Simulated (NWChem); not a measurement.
Molecule: C2H5FSi2; SMILES FC1=C[SiH2][SiH2]1

```xyz
10

F      0.3614    -2.2963     0.0000
C      0.2487    -0.9722     0.0000
C      1.3014    -0.1248     0.0000
Si     0.4775     1.5642     0.0000
Si    -1.3333     0.0833     0.0000
H      2.3453    -0.4600     0.0000
H      0.7278     2.3984     1.2145
H      0.7278     2.3984    -1.2145
H     -2.1864    -0.0770     1.2161
H     -2.1864    -0.0770    -1.2161
```
Atoms are numbered in this order, from 1.

Computed with NWChem. Geometry: optimised at PBE0/def2-SVP. Total energies of different functionals are on different scales.

```tsv
level	energy (Ha)	highest occupied level (eV)	orbital gap (eV)	dipole (D)	relative time
PBE/def2-TZVP	-757.5958	-6.71	5.09	0.77	2
B3LYP/def2-TZVP	-758.1363	-7.62	6.79	1.02	1
LDA (Slater exchange, VWN5)/def2-TZVP	-754.4226	-6.86	5.02	0.89	1
CAM-B3LYP/def2-TZVP	-758.0336	-9.12	9.69	1.13	20
PBE0/def2-TZVP	-757.6592	-7.86	7.23	0.96	1
```

The last column is a rough cost ratio, cheapest run = 1.
